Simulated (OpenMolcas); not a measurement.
# Lines of Te: computed and rescaled rates

```json
{
 "Program": "OpenMolcas 26.06",
 "Method": "SS-RASPT2, IPEA 0.25 Eh, imaginary shift 0.1 Eh (closed shells correlated: 4d)",
 "Basis": "ANO-RCC-VTZP [7s6p4d2f1g]",
 "Scalar Hamiltonian": "DKH2, point nucleus",
 "Active space": "6 electrons in 9 orbitals (RAS2 5s 5p; RAS3 5d, at most 2 electrons)",
 "State averaging": "2S+1 = 3 even, 3 roots; 2S+1 = 1 even, 6 roots; 2S+1 = 3 odd, 3 roots",
 "Spin-orbit coupling": "RASSI with atomic mean-field integrals over the reference wave functions, term energies averaged over their components"
}
```

Rates come from the transition moments of the reference wave functions (E1 and E2 in the length form). At fixed line strength A goes as λ^-3 for E1 and M1 and as λ^-5 for E2, so a rate at the computed wavelength can be rescaled to the measured one. Measured vacuum wavelengths follow from level energies in NIST Handbook of Basic Atomic Spectroscopic Data. Branching counts decays inside the model space alone, at computed energies, and the table is only a selection of the E2 and M1 lines, drawn from those between levels with measured partners whose computed energy lies within a factor of 1.5 of the measured one.

| Upper | Lower | Type | λ computed (nm) | λ measured (nm) | A computed (s-1) | A rescaled (s-1) | Branching % |
| --- | --- | --- | --- | --- | --- | --- | --- |
| 5s² 5p⁴ ³P₁ | 5s² 5p⁴ ³P₂ | M1 | 2393 | 2105 | 1.55e+00 | 2.28e+00 | 99.8 |
| 5s² 5p⁴ ³P₀ | 5s² 5p⁴ ³P₂ | E2 | 2211 | 2125 | 5.84e-03 | 7.12e-03 | 74.2 |
| 5s² 5p⁴ ¹D₂ | 5s² 5p⁴ ³P₁ | M1 | 1560 | 1722 | 2.13e-01 |  | 7.1 |
| 5s² 5p⁴ ¹D₂ | 5s² 5p⁴ ³P₂ | M1 | 944.4 | 947.2 | 2.71e+00 |  | 90.7 |
| 5s² 5p⁴ ¹D₂ | 5s² 5p⁴ ³P₂ | E2 | 944.4 | 947.2 | 6.52e-02 |  | 2.2 |
| 5s² 5p⁴ ¹S₀ | 5s² 5p⁴ ¹D₂ | E2 | 797.3 | 791.1 | 3.09e+00 | 3.21e+00 | 9.6 |
| 5s² 5p⁴ ¹S₀ | 5s² 5p⁴ ³P₁ | M1 | 527.7 | 542.1 | 2.83e+01 |  | 88.2 |
| 5s² 5p⁴ ¹S₀ | 5s² 5p⁴ ³P₂ | E2 | 432.3 | 431.1 | 6.98e-01 |  | 2.2 |

Spin-changing lines and M1 lines between different terms are not rescaled, since their strength hangs on the term gaps too.

The largest correction is for 5s² 5p⁴ ³P₁ → 5s² 5p⁴ ³P₂ (M1): 1.55e+00 × (2393 / 2105)^3 = 2.28e+00 s-1, a factor of 1.47.

The computed order of these levels differs from the measured one in 1 place, and where term gaps are wrong the rates of spin-changing lines can be off by large factors.

No measured rate stands beside these. Rescaling mends the energy factor alone: line strengths can still be far off where a level mixes with configurations outside the active space, and weak or spin-changing lines hang on small mixing coefficients that depend on the term gaps too, so rescaling need not improve them.

CASPT2 breaks the degeneracy within a term, and the mean is taken; among the terms shown or strongly mixed into the levels shown the widest spread is 46 cm-1 (5s² 5p⁴ ¹D). Active for correlation alone: 5d; no level in the range computed is led by a configuration that fills it, so any true level of that kind is missing. Measured partners are found by configuration, term and J. A level has none where our copy of the source lacks it or the pairing is in doubt (some pairs that miss far off the trend of their configuration count as doubtful). Levels of configurations outside the active space are missing.
